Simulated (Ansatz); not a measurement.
C2H10Si3 (`C=C([SiH3])[SiH2][SiH3]`), relaxed with RKS PBE0-D4/def2-TZVP in Ansatz from a PBE-D4/def2-SVP geometry. The force threshold is 0.005 eV/Å; the program also tests the step.

The species carries charge 0 and has multiplicity 1.

Start:

```xyz
15

C    -0.597   -0.174    2.081
C     0.178    0.060    0.994
Si    1.829   -0.832    0.782
Si   -0.404    1.246   -0.361
Si   -1.176    0.016   -2.219
H    -1.568    0.333    2.237
H    -0.301   -0.883    2.876
H     2.039   -1.810    1.908
H     1.857   -1.573   -0.530
H     2.967    0.155    0.761
H    -1.516    2.120    0.162
H     0.739    2.124   -0.808
H    -0.088   -0.882   -2.745
H    -1.612    0.939   -3.327
H    -2.348   -0.838   -1.812
```

| step | energy (eV) | largest force (eV/Å) | largest move (Å) |
| --- | --- | --- | --- |
| 1 | -25857.9236 | 0.600 | 0.000 |
| 2 | -25857.9774 | 0.133 | 0.040 |
| 3 | -25857.9788 | 0.102 | 0.060 |
| 4 | -25857.9806 | 0.174 | 0.118 |
| 5 | -25857.9822 | 0.100 | 0.043 |
| 6 | -25857.9827 | 0.067 | 0.024 |
| 7 | -25857.9829 | 0.039 | 0.016 |
| 8 | -25857.9831 | 0.018 | 0.015 |
| 9 | -25857.9832 | 0.038 | 0.018 |
| 10 | -25857.9834 | 0.065 | 0.021 |
| 11 | -25857.9836 | 0.077 | 0.030 |
| 12 | -25857.9838 | 0.068 | 0.049 |
| 13 | -25857.9839 | 0.038 | 0.043 |
| 14 | -25857.9841 | 0.041 | 0.023 |
| 15 | -25857.9843 | 0.022 | 0.006 |
| 16 | -25857.9843 | 0.034 | 0.011 |
| 17 | -25857.9844 | 0.001 | 0.008 |
| 18 | -25857.9845 | 0.010 | 0.024 |
| 19 | -25857.9845 | 0.012 | 0.045 |
| 20 | -25857.9846 | 0.008 | 0.008 |
| 21 (rejected) | -25857.9845 | 0.010 | 0.017 |
| 22 | -25857.9846 | 0.006 | 0.008 |
| 23 | -25857.9846 | 0.003 | 0.008 |

End:

```xyz
15

C    -0.526   -0.082    2.130
C     0.166    0.066    0.995
Si    1.736   -0.912    0.746
Si   -0.469    1.222   -0.329
Si   -1.072    0.038   -2.258
H    -1.447    0.464    2.325
H    -0.205   -0.757    2.922
H     2.002   -1.733    1.957
H     1.610   -1.804   -0.439
H     2.885    0.001    0.500
H    -1.649    1.963    0.201
H     0.588    2.207   -0.697
H     0.113   -0.650   -2.841
H    -1.630    0.965   -3.280
H    -2.100   -0.987   -1.932
```

Run time 24 s (2 threads of an AMD EPYC 7R13 on a shared host and a share of an NVIDIA H100 80 GB); peak host memory 0.91 GiB.
